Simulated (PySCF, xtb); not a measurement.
TiI3H, SMILES [I][TiH]([I])[I], multiplicity 1.

Harmonic wavenumbers (cm⁻¹) from xtb with GFN2-xTB at its own minimum, in rising order: 51, 51, 73, 221, 301, 301, 514, 514, 1674.

Problem. What does PySCF with B3LYP-D3(BJ)/def2-SVP give at its own minimum? (An estimate is asked for; the answer gives what the named calculation found.)

Solution. 49, 49, 67, 187, 323, 323, 483, 483, 1800. Paired by order, the mean absolute difference is 31 cm⁻¹ and the zero-point energies are 5.3 and 5.4 kcal/mol.
